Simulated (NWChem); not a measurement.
System: H2SeO2; SMILES O[Se]O

Here is an NWChem input.

```
start job
memory heap 200 mb stack 900 mb global 1100 mb
geometry units angstroms noautoz
  Se     0.392615    -0.010231     0.000000
  O     -0.730569    -0.090441     1.393587
  H     -0.999793     0.812778     1.606801
  O     -0.730569    -0.090441    -1.393587
  H     -0.999793     0.812778    -1.606801
end
basis spherical
  * library def2-svp
end
dft
  xc b3lyp
  iterations 150
  mulliken
end
task dft energy
```

Output (shortened):

```
             Northwest Computational Chemistry Package (NWChem) 7.3.0
             --------------------------------------------------------

 CS  symmetry detected

                             Geometry "geometry" -> ""
                             -------------------------

 Output coordinates in angstroms (scale by  1.889725989 to convert to a.u.)

  No.       Tag          Charge          X              Y              Z
 ---- ---------------- ---------- -------------- -------------- --------------
    1 Se                  34.0000     0.39907164    -0.01051523     0.00000000
    2 O                    8.0000    -0.72477978    -0.08075701    -1.39358700
    3 H                    1.0000    -0.98597969     0.82481504    -1.60680100
    4 O                    8.0000    -0.72477978    -0.08075701     1.39358700
    5 H                    1.0000    -0.98597969     0.82481504     1.60680100

 Effective nuclear repulsion energy (a.u.)     200.2264495518

      Symmetry information
      --------------------

 Group name             Cs
 Group number              2
 Group order               2
 No. of unique centers     3

                                 NWChem DFT Module
                                 -----------------

 Summary of "ao basis" -> "ao basis" (spherical)
 ------------------------------------------------------------------------------
       Tag                 Description            Shells   Functions and Types
 ---------------- ------------------------------  ------  ---------------------
 Se                         def2-svp                12       32   5s4p3d
 O                          def2-svp                 6       14   3s2p1d
 H                          def2-svp                 3        5   2s1p

      Symmetry analysis of basis
      --------------------------

        a'         41
        a"         29

            General Information
            -------------------
          SCF calculation type: DFT
          Wavefunction type:  closed shell.
          No. of atoms     :     5
          No. of electrons :    52
           Alpha electrons :    26
            Beta electrons :    26
          Charge           :     0
          Spin multiplicity:     1
          Use of symmetry is: on ; symmetry adaption is: on
          Maximum number of iterations: 150
          AO basis - number of functions:    70
                     number of shells:    30
          Convergence on energy requested:  1.00D-06
          Convergence on density requested:  1.00D-05
          Convergence on gradient requested:  5.00D-04

              XC Information
              --------------
                         B3LYP Method XC Potential
                     Hartree-Fock (Exact) Exchange  0.200
                        Slater Exchange Functional  0.800 local
                    Becke 1988 Exchange Functional  0.720 non-local
              Lee-Yang-Parr Correlation Functional  0.810
                  VWN I RPA Correlation Functional  0.190 local

             Grid Information
             ----------------
          Grid used for XC integration:  medium
          Radial quadrature: Mura-Knowles
          Angular quadrature: Lebedev.
          Tag              B.-S. Rad. Rad. Pts. Rad. Cut. Ang. Pts.
          ---              ---------- --------- --------- ---------
          Se                  1.15      112           8.0       590
          O                   0.60       49           9.0       434
          H                   0.35       45          10.0       434
          Grid pruning is: on
          Number of quadrature shells:   206
          Spatial weights used:  Erf1

      Superposition of Atomic Density Guess
      -------------------------------------

 Sum of atomic energies:       -2549.89265099

      Non-variational initial energy
      ------------------------------

 Total energy =   -2550.410319
 1-e energy   =   -3949.470661
 2-e energy   =    1198.833892
 HOMO         =      -0.218728
 LUMO         =       0.000180

      Symmetry analysis of molecular orbitals - initial
      -------------------------------------------------

  Numbering of irreducible representations:

     1 a'          2 a"

  Orbital symmetries:

     1 a'          2 a'          3 a"          4 a'          5 a'
     6 a'          7 a"          8 a'          9 a"         10 a'
    11 a'         12 a"         13 a'         14 a"         15 a'
    16 a'         17 a'         18 a"         19 a'         20 a"
    21 a'         22 a"         23 a'         24 a"         25 a'
    26 a'         27 a"         28 a'         29 a'         30 a"
    31 a'         32 a'         33 a"         34 a'         35 a"
    36 a'

     ---------------------------------------------
      Total Density - Mulliken Population Analysis
     ---------------------------------------------

    Atom       Charge   Shell Charges
 -----------   ------   -------------------------------------------------------
    1 Se  34    33.28   2.00  2.00  2.00  1.34  0.53  6.00  5.98  1.53  1.78  8.21  1.75  0.17
    2 O    8     8.69   1.99  1.10  0.68  2.96  1.96  0.01
    3 H    1     0.67   0.54  0.07  0.06
    4 O    8     8.69   1.99  1.10  0.68  2.96  1.96  0.01
    5 H    1     0.67   0.54  0.07  0.06

   convergence    iter        energy       DeltaE   RMS-Dens  Diis-err
 ---------------- ----- ----------------- --------- --------- ---------
 d= 0,ls=0.0,diis     1  -2552.7112620803 -2.75D+03  1.70D-02  6.38D-01
 d= 0,ls=0.0,diis     2  -2552.6759108828  3.54D-02  9.72D-03  1.00D+00
 d= 0,ls=0.0,diis     3  -2552.7726158525 -9.67D-02  2.17D-03  8.85D-02
 d= 0,ls=0.0,diis     4  -2552.7805019194 -7.89D-03  3.63D-04  7.32D-04
 d= 0,ls=0.0,diis     5  -2552.7805851368 -8.32D-05  7.10D-05  3.60D-05
  Resetting Diis
 d= 0,ls=0.0,diis     6  -2552.7805891396 -4.00D-06  1.13D-05  2.21D-06
 d= 0,ls=0.0,diis     7  -2552.7805892567 -1.17D-07  3.84D-06  2.85D-08

         Total DFT energy =    -2552.780589256652
      One electron energy =    -3949.983493390709
           Coulomb energy =     1302.126496455769
    Exchange-Corr. energy =     -105.150041873468
 Nuclear repulsion energy =      200.226449551755

 Numeric. integr. density =       52.000002157745

                  Occupations of the irreducible representations
                  ----------------------------------------------

                     irrep           alpha         beta
                     --------     --------     --------
                     a'               17.0         17.0
                     a"                9.0          9.0

                       DFT Final Molecular Orbital Analysis
                       ------------------------------------

 Vector   24  Occ=2.000000D+00  E=-3.250542D-01  Symmetry=a'
              MO Center= -4.3D-01, -1.1D-01,  6.2D-13, r^2= 2.7D+00
   Bfn.  Coefficient  Atom+Function         Bfn.  Coefficient  Atom+Function
  ----- ------------  ---------------      ----- ------------  ---------------
    36      0.404604  2 O  px                55      0.404604  4 O  px
    39      0.309517  2 O  px                58      0.309517  4 O  px
     4     -0.230063  1 Se s                  5     -0.212971  1 Se s
    12     -0.182302  1 Se px                 3      0.160314  1 Se s
     9      0.111541  1 Se px                16      0.103348  1 Se py

 Vector   25  Occ=2.000000D+00  E=-3.213687D-01  Symmetry=a"
              MO Center= -6.8D-01, -6.2D-02, -6.4D-13, r^2= 2.6D+00
   Bfn.  Coefficient  Atom+Function         Bfn.  Coefficient  Atom+Function
  ----- ------------  ---------------      ----- ------------  ---------------
    38      0.382872  2 O  pz                57      0.382872  4 O  pz
    41      0.287387  2 O  pz                60      0.287387  4 O  pz
    36     -0.255405  2 O  px                55      0.255405  4 O  px
    39     -0.184118  2 O  px                58      0.184118  4 O  px
    17      0.094020  1 Se pz                31     -0.035483  1 Se d  1

 Vector   26  Occ=2.000000D+00  E=-2.242797D-01  Symmetry=a'
              MO Center=  2.5D-01,  1.5D-02, -2.0D-15, r^2= 2.1D+00
   Bfn.  Coefficient  Atom+Function         Bfn.  Coefficient  Atom+Function
  ----- ------------  ---------------      ----- ------------  ---------------
    16      0.594095  1 Se py                13      0.523144  1 Se py
    10     -0.321166  1 Se py                37     -0.173404  2 O  py
    56     -0.173404  4 O  py                40     -0.121093  2 O  py
    59     -0.121093  4 O  py                47     -0.119731  3 H  s
    66     -0.119731  5 H  s                  5      0.109981  1 Se s

 Vector   27  Occ=0.000000D+00  E=-2.317556D-02  Symmetry=a"
              MO Center=  2.7D-01,  1.1D-01,  1.7D-13, r^2= 2.9D+00
   Bfn.  Coefficient  Atom+Function         Bfn.  Coefficient  Atom+Function
  ----- ------------  ---------------      ----- ------------  ---------------
    17      0.806631  1 Se pz                35      0.429576  2 O  s
    54     -0.429576  4 O  s                 14      0.408628  1 Se pz
    11     -0.254205  1 Se pz                48     -0.241828  3 H  s
    67      0.241828  5 H  s                 39      0.229964  2 O  px
    58     -0.229964  4 O  px                36      0.224589  2 O  px

 Vector   28  Occ=0.000000D+00  E=-1.578055D-02  Symmetry=a'
              MO Center= -2.6D-01,  2.5D-01, -2.3D-13, r^2= 3.3D+00
   Bfn.  Coefficient  Atom+Function         Bfn.  Coefficient  Atom+Function
  ----- ------------  ---------------      ----- ------------  ---------------
    15      0.629938  1 Se px                35      0.489301  2 O  s
    54      0.489301  4 O  s                 48     -0.408382  3 H  s
    67     -0.408382  5 H  s                 12      0.364484  1 Se px
     4     -0.328853  1 Se s                 38      0.241996  2 O  pz
    41      0.241396  2 O  pz                57     -0.241996  4 O  pz

[...]
```

Level: B3LYP/def2-SVP. All runs use the structure optimised with PBE0/def2-SVP.
